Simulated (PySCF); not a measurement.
Isomers of C9H7N side by side.

PySCF, CAM-B3LYP/def2-SVPD, density fitting, gas phase; each molecule at its own PBE0-D3(BJ)/def2-SVP geometry, one conformer. Singlet excitations by full TDDFT with frozen cores, triplets by Tamm–Dancoff TDDFT and ionisation energies by ΔSCF, from the lowest of the holes tried. 

Torsions of the conformers computed, which needn't be the lowest (atom-mapped SMILES):
- `[CH2:1]=[CH:2][c:3]1[cH:4][cH:5][cH:6][cH:7][c:8]1[C:9]#[N:10]`: C1–C2–C3–C4 11°
- `[N:1]#[C:2]/[CH:3]=[CH:4]\[c:5]1[cH:6][cH:7][cH:8][cH:9][cH:10]1`: C3–C4–C5–C6 2°
- `[N:1]#[C:2]/[CH:3]=[CH:4]/[c:5]1[cH:6][cH:7][cH:8][cH:9][cH:10]1`: C3–C4–C5–C6 0°

Reference: `C=Cc1ccccc1C#N`, with HOMO energy -8.33 eV, LUMO energy -0.87 eV, lowest singlet excitation 4.77 eV, lowest triplet excitation 3.12 eV, mean polarisability 112.9 au, dipole moment 4.59 D and vertical ionisation energy 8.94 eV.

Changes against it:

```
         molecule  Δ electronic energy (kcal/mol)  Δ HOMO energy (eV)  Δ LUMO energy (eV)  Δ lowest singlet excitation (eV)  Δ lowest triplet excitation (eV)  Δ mean polarisability (au)  Δ dipole moment (D)  Δ vertical ionisation energy (eV)
   c1ccc2ncccc2c1                           -28.2               +0.35               +0.25                             -0.21                             +0.05                        -2.0                -2.47                              -0.31
N#Cc1ccc2c(c1)CC2                            +8.9               -0.26               +0.46                             +0.33                             +0.58                        -6.0                +0.91                              +0.27
```

Rows whose labels were lost:

| row | Δ electronic energy (kcal/mol) | Δ HOMO energy (eV) | Δ LUMO energy (eV) | Δ lowest singlet excitation (eV) | Δ lowest triplet excitation (eV) | Δ mean polarisability (au) | Δ dipole moment (D) | Δ vertical ionisation energy (eV) |
| --- | --- | --- | --- | --- | --- | --- | --- | --- |
| P | -1.4 | +0.06 | -0.31 | -0.14 | -0.25 | +1.5 | -0.30 | -0.07 |
| Q | -1.9 | +0.04 | -0.38 | -0.14 | -0.29 | +6.7 | +0.89 | -0.06 |

Task: Which row belongs to which of `N#C/C=C\c1ccccc1` and `N#C/C=C/c1ccccc1`?

Result: P = `N#C/C=C\c1ccccc1` and Q = `N#C/C=C/c1ccccc1`. P and Q are told apart most clearly by the dipole moment (-0.30 against +0.89 D).
